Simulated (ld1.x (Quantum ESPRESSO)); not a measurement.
# What the settings do to the TM semilocal potential of thallium

Base potential:

Tl (Z = 81), norm-conserving Troullier–Martins (semilocal form), made with ld1.x (Quantum ESPRESSO) 7.5 (LDA (PZ), scalar-relativistic). Core [Xe] 4f14, reference 5d10 6s2 6p1. Waves: 6s (bound): rc 1.70 bohr; 5d (bound): rc 1.15 bohr; 6p (bound): rc 3.00 bohr. Local part: the p channel. Core correction: a·sin(br)/r model core, default radius (core density twice the valence density).

All-electron outer shells of the reference configuration (LDA (PZ), scalar-relativistic, ld1.x):

```json
{"shell": "4f", "level (eV)": "-114.41", "outermost node (bohr)": "–", "outermost maximum (bohr)": "0.36"}
{"shell": "5p", "level (eV)": "-76.26", "outermost node (bohr)": "0.50", "outermost maximum (bohr)": "0.90"}
{"shell": "5d", "level (eV)": "-15.62", "outermost node (bohr)": "0.53", "outermost maximum (bohr)": "1.11"}
{"shell": "6s", "level (eV)": "-9.83", "outermost node (bohr)": "1.04", "outermost maximum (bohr)": "2.08"}
{"shell": "6p", "level (eV)": "-2.58", "outermost node (bohr)": "1.23", "outermost maximum (bohr)": "2.91"}
```

Cutoffs, loose and tight: the cutoffs (Ry, on a coarse ladder) from which the occupation-weighted sum of valence levels, in a spherical-Bessel basis at the reference potential, stays within 10 and 1 mRy of its value at 400 Ry. They do not see the model core or the augmentation charge, which bear on the density cutoff. Test errors are all-electron minus pseudo excitation energies from the reference, over the configurations 5d10 6s2 6p0; 5d10 6s1 6p0; 5d10 6s0 6p0; 5d9 6s2 6p2; 5d10 6s0 6p3; 5d9 6s2 6p1; 5d10 6s2 6p1.3 (two spin-polarised tests are not counted in the largest error). A dash means not determined; rows that change the core or the reference have their own tests.

A semilocal file is local in each channel, so a ghost entry of none says nothing of the separable form that plane-wave codes build from it.

The default core radius of the base comes out at 0.93 bohr.

| change | outcome | cutoff, loose | cutoff, tight | bound ghosts | largest test error (meV) |
| --- | --- | --- | --- | --- | --- |
| base | generated | 70 Ry | 100 Ry | none | -61 |
| core correction a·sin(br)/r model core inside 0.50 bohr | generated | 70 Ry | 100 Ry | none | -62 |
| core correction a·sin(br)/r model core inside 0.58 bohr | generated | 70 Ry | 100 Ry | none | -62 |
| core correction a·sin(br)/r model core inside 0.74 bohr | generated | 70 Ry | 100 Ry | none | -62 |
| core correction a·sin(br)/r model core inside 0.86 bohr | generated | 70 Ry | 100 Ry | none | -62 |
| core correction a·sin(br)/r model core inside 0.96 bohr | generated | 70 Ry | 100 Ry | none | -61 |
| core correction a·sin(br)/r model core inside 1.10 bohr | generated | 70 Ry | 100 Ry | none | -61 |
| core correction a·sin(br)/r model core inside 1.22 bohr | generated | 70 Ry | 100 Ry | none | -60 |
| core correction a·sin(br)/r model core inside 1.38 bohr | generated | 70 Ry | 100 Ry | none | -56 |

(1) What comes out with this change to the base: core correction none?

Results:

(1) outcome: generated; cutoff, loose: 70 Ry; cutoff, tight: 100 Ry; bound ghosts: none; largest test error (meV): -38.
